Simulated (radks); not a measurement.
Q: All-electron atom: Xe+ in [Kr] 4d10 5s2 5p4 5d1 (not the ground configuration). All-electron calculation, scalar-relativistic Kohn-Sham, PBE, spin-polarised, spherical densities, finite nucleus; open shells are filled with parallel spins first (spin-orbit coupling, left out, can overturn this in heavy ions); Fermi nuclear charge, rms radius 4.7859 fm. Program: a radial shooting solver on a logarithmic mesh with Libxc functionals. Some entries of the table are withheld. Estimate them.

| orbital | occ. | eigenvalue (eV) | <r^2> (bohr^2) | r(max) (bohr) |
|---|---|---|---|---|
| 1s up | 1 | -34384.07 | 0.0009638 | 0.01716 |
| 1s down | 1 | -34383.99 | 0.0009638 | 0.01716 |
| 2s up | 1 | -5362.615 | 0.01549 | 0.09696 |
| 2s down | 1 | -5362.559 | 0.01549 | 0.09696 |
| 2p up | 3 | -4813.407 | 0.01228 | 0.07780 |
| 2p down | 3 | -4813.325 | 0.01228 | 0.07780 |
| 3s up | 1 | -1107.523 | 0.1073 | 0.2789 |
| 3s down | 1 | -1107.445 | 0.1073 | 0.2789 |
| 3p up | 3 | -930.1225 | 0.1074 | 0.2729 |
| 3p down | 3 | -930.0329 | 0.1074 | 0.2729 |
| 3d up | 5 | -667.0106 | 0.09328 | 0.2260 |
| 3d down | 5 | -666.9187 | 0.09327 | 0.2260 |
| 4s up | 1 | -210.7863 | 0.5798 | 0.6610 |
| 4s down | 1 | -210.5874 | 0.5797 | 0.6611 |
| 4p up | 3 | -154.5981 | 0.6658 | 0.6933 |
| 4p down | 3 | -154.3979 | 0.6649 | 0.6935 |
| 4d up | 5 | -72.6849 | 0.8959 | 0.7480 |
| 4d down | 5 | -72.4009 | 0.8887 | 0.7480 |
| 5s up | 1 | (1) | 3.673 | 1.610 |
| 5s down | 1 | (2) | 3.629 | 1.594 |
| 5p up | 3 | -19.9062 | 5.168 | 1.855 |
| 5p down | 1 | -17.9534 | 5.215 | 1.839 |
| 5d up | 1 | -5.9709 | 14.46 | 2.760 |

A: 
(1) 5s up eigenvalue (eV): -32.2447
(2) 5s down eigenvalue (eV): -30.4677
